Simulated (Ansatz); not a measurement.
A run on C₂H₅GaOSe with other settings.

```yaml
crystal:
  periodic: [false, false, false]
  atoms:
    - {symbol: O, position_ang: [-1.328133, -0.892886, 1.169278]}
    - {symbol: C, position_ang: [-0.237510, -0.748902, 0.471094]}
    - {symbol: Se, position_ang: [1.431843, -0.372191, 1.421671]}
    - {symbol: C, position_ang: [-0.269752, -0.701769, -0.913740]}
    - {symbol: Ga, position_ang: [0.788303, 1.290638, -0.312336]}
    - {symbol: H, position_ang: [-1.203302, -0.746468, 2.103095]}
    - {symbol: H, position_ang: [-1.278457, -0.681688, -1.346826]}
    - {symbol: H, position_ang: [0.562845, -0.980255, -1.444124]}
    - {symbol: H, position_ang: [-0.244672, 2.283698, 0.226701]}
    - {symbol: H, position_ang: [1.903550, 1.480377, -1.437346]}
basis:
  gaussian: {orbitals: cc-pVTZ-DK, final_grid: {core_spheres: 8, valence_spheres: 7, degree: 23}}
hamiltonian: {xc: {name: BHLYP}, dispersion: d3bjatm}
```

```sh
$ ansatz run in.yaml --threads 4 --pin off --events-out ev --progress --plain --max-ram 10444MiB
```

Shortened log:

```
Functional definition: BHLYP
1783 factors; their error is unknown
mean field evaluation 1: about -123212.4437 eV, gradient 4.8e1 eV
mean field evaluation 2: about -123212.3441 eV, gradient 4.7e1 eV
mean field evaluation 4: about -123216.9478 eV, gradient 3.0e0 eV
mean field evaluation 8: about -123216.9693 eV, gradient 5.7e-2 eV
mean field evaluation 16: about -123218.0917 eV, gradient 2.7e-4 eV
mean field -123218.09173303 eV, -4528.1813509665 hartree, gradient 6.2e-5 eV, S^2 0.000000; 0 other end points of the search recorded, 0 dependent functions left out
reference -123218.09193684 eV, -4528.1813584565 hartree; 45, 45 occupied and 201, 201 virtual orbitals, 1783 factors
Total energy: -123218.49708450 eV, -4528.1962473584 hartree
Relativity: scalar
```

Run time 3.2 s (4 threads of an Arm Neoverse V2 on a shared host); peak host memory 0.76 GiB.
